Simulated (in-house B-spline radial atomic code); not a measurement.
## I IX (I8+): [Ar] (3d3/2)2 (3d5/2)6 4s2 4p6 4d10 5s1 (with a hole in an inner shell)

Computed with a B-spline radial code for spherical atoms: Dirac-Hartree-Fock, average of the jj configuration, Fermi nucleus of rms radius 4.75 fm.

Z_r = [3n² - l(l+1)]/(2<r>); Z_e = n√(-2ε); the last column is Slater's effective charge. Values are occupation-weighted means over j. An effective charge above Z reflects the relativistic contraction of the inner shells.

```tsv
shell	electrons	ε (eV)	<r> (bohr)	Z_r	Z_e	Slater
1s	2	-33578	0.02722	55.11	49.68	52.70
2s	2	-5468.2	0.1165	51.52	40.10	48.85
2p	6	-4930.3	0.1022	48.93	38.07	48.85
3s	2	-1282.9	0.3085	43.76	29.13	41.75
3p	6	-1102	0.3059	40.87	27.00	41.75
3d	8	-839.12	0.2819	37.25	23.56	32.55
4s	2	-347.73	0.7126	33.68	20.22	26.95
4p	6	-286.21	0.752	30.59	18.35	26.95
4d	10	-192.24	0.827	25.39	15.04	15.85
5s	1	-121.44	1.568	23.91	14.94	11.70
```

The least bound orbital is 5s1/2 at -121.4 eV, and it is also the most diffuse (<r> = 1.568 bohr). The part-filled 3d shell lies below the filled 4d shell in orbital energy.

For the 1s electron the small component carries 3.81 % of the norm, the zero-frequency Breit interaction raises the level by 81.96 eV, self-energy by 46.84 eV, and vacuum polarisation lowers it by 6.463 eV.
